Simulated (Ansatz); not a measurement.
Isolated molecules relaxed with PBE0-D4/def2-TZVP in Ansatz; ΔE leaves out vibrations. CCSD(T)/CBS is the MP2 limit (def2-TZVPP, def2-QZVPP) plus CCSD(T) − MP2 in def2-TZVPP, frozen cores. This one scheme is used for every species. DFT in def2-TZVPP. B3LYP here is the variant with VWN-RPA as its local correlation; programs differ in this. HSE06 is defined as in plane-wave codes. One conformer a species, not always the lowest.

Consider the ligand exchange at the Al–O bond: `[F][Al]([F])[O][SiH3]` + H₂S → `[F][Al]([F])[SH]` + `O[SiH3]`.

| level | ΔE (kJ/mol) |
| --- | --- |
| revPBE-D4 | 29.8 |
| r2SCAN-D4 | 40.2 |
| B3LYP-D4 | 47.2 |
| CAM-B3LYP-D4 | 51.3 |
| r2SCAN | 39.7 |
| r2SCANh | 40.6 |
| HSE06 | 33.5 |
| CCSD(T)/def2-TZVPP | 48.1 |

Task: What does CCSD(T)/CBS give? (Estimate.)

Result: The calculation gave: +45.0 kJ/mol. The listed levels differ from it by -15.2, -4.8, 2.2, 6.3, -5.3, -4.4, -11.5, 3.1 kJ/mol.

Largest T1 diagnostic among the species: 0.012.

Leaving LDA and LC-ωPBE aside and taking each functional with its dispersion term where it has one, the values, not all of them listed here, spread over 23.3 kJ/mol, from revPBE-D4 to BHLYP-D4. From PBE to PBE0 (25 % exact exchange), in def2-TZVPP and without D4, ΔE moves by +4.8 kJ/mol. In def2-TZVPP, CCSD(T) changes the Hartree–Fock value by −10.9 kJ/mol (the triples alone add −3.2 kJ/mol) and MP2 by −12.1 kJ/mol.
